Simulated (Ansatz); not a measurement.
Ansatz (a quantum-chemistry and plane-wave program) input (wB97M-V/def2-TZVPD):

Ansatz 0.2 input:
```yaml
crystal:
  periodic: [false, false, false]
  atoms:
    - {symbol: Ga, position_ang: [-0.00000000, -0.00000000, -0.00000000]}
    - {symbol: H, position_ang: [0.66578603, -0.43144687, 1.35463327]}
    - {symbol: H, position_ang: [-0.30428838, 1.51485735, -0.27760499]}
    - {symbol: H, position_ang: [-0.36149765, -1.08341048, -1.07702828]}
basis:
  gaussian:
    orbitals: def2-TZVPD
hamiltonian:
  xc: {name: wB97M-V}
output: {forces: true}
```

End of the output:

```
integrals: 0.03 GiB planned
560 factors; their error is unknown
integrals: 0.06 GiB planned
204 factors; integrals over basis functions are off by at most 1.3e-5 eV
mean field: 0.28 GiB planned
mean field evaluation 1: about -52422.2138 eV, gradient 2.0e1 eV
mean field evaluation 2: about -52422.3662 eV, gradient 2.1e1 eV
mean field evaluation 4: about -52422.6711 eV, gradient 3.5e-1 eV
mean field evaluation 8: about -52422.7671 eV, gradient 1.2e-3 eV
mean field -52422.76707353 eV, -1926.5011565244 hartree, gradient 2.6e-5 eV, S^2 0.000000; 0 other end points of the search recorded, 0 dependent functions left out
the calculation of the forces begins
reference -52422.76711989 eV, -1926.5011582283 hartree; 17, 17 occupied and 64, 64 virtual orbitals, 560 factors
Total energy: -52422.76711989 eV, -1926.5011582283 hartree
Atom 0 at    -0.000000    -0.000000    -0.000000 Å, force    -0.000009     0.000006    -0.000018 eV/Å
Atom 1 at     0.665786    -0.431447     1.354633 Å, force    -0.052412     0.033964    -0.106639 eV/Å
Atom 2 at    -0.304288     1.514857    -0.277605 Å, force     0.023959    -0.119257     0.021862 eV/Å
Atom 3 at    -0.361498    -1.083410    -1.077028 Å, force     0.028462     0.085287     0.084795 eV/Å
Dipole moment:     0.000000    -0.000000     0.000000 e Å
```
